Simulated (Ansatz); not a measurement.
System: AlI, net charge 0, singlet state. 
Coordinates optimised at B3LYP-D3(BJ)/def2-TZVP (Ansatz, a first-principles code):
```xyz
2

Al     0.0000     0.0000    -2.0675
I      0.0000     0.0000     0.5071
```

Basis-set convergence of Hartree-Fock and CCSD correlation energies (hartree) with Ansatz. Cores are frozen in the correlated levels unless marked. No spin-orbit coupling. The frozen core is the preceding noble-gas configuration, with the filled d and f shells of earlier blocks. In def2 rows, elements after Kr have scalar-relativistic effective core potentials.

```json
[
 {"basis": "def2-SVPD", "functions": "59", "E(HF)": "-538.54737", "E(corr, CCSD)": "-0.16774"},
 {"basis": "def2-TZVPPD", "functions": "107", "E(HF)": "-538.63864", "E(corr, CCSD)": "-0.21309"},
 {"basis": "def2-QZVPPD", "functions": "167", "E(HF)": "-538.64548", "E(corr, CCSD)": "-0.23480"}
]
```

Extrapolating the two largest sets (X = 3 and 4) as X^-3: E(corr) = (64·(-0.23480) - 27·(-0.21309))/37 = -0.2506 Eh, an estimate of the basis-set limit. The largest set recovers 93.7 % of it, the smallest 66.9 %.
